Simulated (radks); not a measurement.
Br I, 35 electrons, occupied as [Ar] 3d10 4s2 4p5.

All-electron calculation, scalar-relativistic Kohn-Sham, PBEsol, spin-polarised, spherical densities, finite nucleus; open shells are filled with parallel spins first; Fermi nuclear charge, rms radius 4.1629 fm. Program: a radial shooting solver on a logarithmic mesh with Libxc functionals.

Energy parts (eV):
part                       energy
total                  -70876.832
kinetic                 72402.455
electron-nucleus      -170958.424
Hartree                 30137.610
exchange-correlation    -2458.472

Orbitals (lengths in bohr, moments of r in powers of bohr; <r^-3> diverges for s and p1/2; r(max) is where P^2 peaks; r(90%) holds 90 % of the orbital's charge):
| orbital | occ. | eigenvalue (eV) | <r^-3> | r(90%) | <r> | r(max) |
|---|---|---|---|---|---|---|
| 1s up | 1 | -13307.77 | - | 0.0765 | 0.04277 | 0.02793 |
| 1s down | 1 | -13307.71 | - | 0.0765 | 0.04277 | 0.02793 |
| 2s up | 1 | -1731.786 | - | 0.293 | 0.1897 | 0.1593 |
| 2s down | 1 | -1731.751 | - | 0.293 | 0.1897 | 0.1593 |
| 2p up | 3 | -1527.857 | 1355 | 0.270 | 0.1655 | 0.1275 |
| 2p down | 3 | -1527.800 | 1355 | 0.270 | 0.1655 | 0.1275 |
| 3s up | 1 | -237.6381 | - | 0.822 | 0.5519 | 0.4843 |
| 3s down | 1 | -237.5627 | - | 0.822 | 0.5519 | 0.4843 |
| 3p up | 3 | -173.2714 | 196.8 | 0.862 | 0.5645 | 0.4813 |
| 3p down | 3 | -173.1856 | 196.9 | 0.862 | 0.5644 | 0.4813 |
| 3d up | 5 | -66.7414 | 23.26 | 0.975 | 0.5910 | 0.4306 |
| 3d down | 5 | -66.6281 | 23.29 | 0.973 | 0.5902 | 0.4306 |
| 4s up | 1 | -20.4857 | - | 2.50 | 1.674 | 1.419 |
| 4s down | 1 | -19.7159 | - | 2.50 | 1.675 | 1.416 |
| 4p up | 3 | -8.1909 | 14.53 | 3.23 | 2.092 | 1.666 |
| 4p down | 2 | -7.4580 | 14.34 | 3.29 | 2.115 | 1.668 |

The highest occupied level is 4p down at -7.458 eV. The density falls to 0.001 e/bohr^3 at r = 4.15 bohr. For comparison, the ionisation energy in NIST's Atomic Spectra Database is 11.814 eV (measured). In exact Kohn-Sham theory the highest level is minus the ionisation energy, but local and semilocal functionals leave it too shallow, through self-interaction and a potential that decays too fast; potentials with the right tail come closer. Spin moment in Bohr magnetons: 1. Summed over all electrons, <r^2> = 40.04 bohr^2, which gives a Langevin (diamagnetic) susceptibility term of -31.7 x 10^-6 cm^3/mol.
